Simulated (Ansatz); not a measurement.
Mulliken charges of `[OH][Ti]([F])([Cl])[I]` from r2SCAN/def2-TZVPP in Ansatz (PBE0-D4/def2-TZVP geometry).

```csv
atom,x (Å),y (Å),z (Å),charge (e)
O1,0.154,0.016,1.398,-0.448
Ti2,0.197,-0.161,-0.344,0.888
F3,1.760,-0.764,-0.817,-0.340
Cl4,-1.389,-1.516,-0.982,-0.219
I5,-0.222,2.130,-1.405,-0.099
H6,-0.459,0.231,2.104,0.218
```

By hand: the dipole of these point charges (1 e Å = 4.8032 D).

Σ q r = (-0.266, 0.281, 0.159) e Å, of length 0.418 e Å = 2.01 D.

How does the dipole of the full density compare? (Estimate.)

The calculation gave: (-0.208, 0.117, 0.435) e Å, 2.38 D; the point charges give 0.84 times that, at 41° from its direction.

Point charges leave out the atoms' own dipoles, such as those of lone pairs, and Mulliken's split depends on the basis, so the two needn't agree.
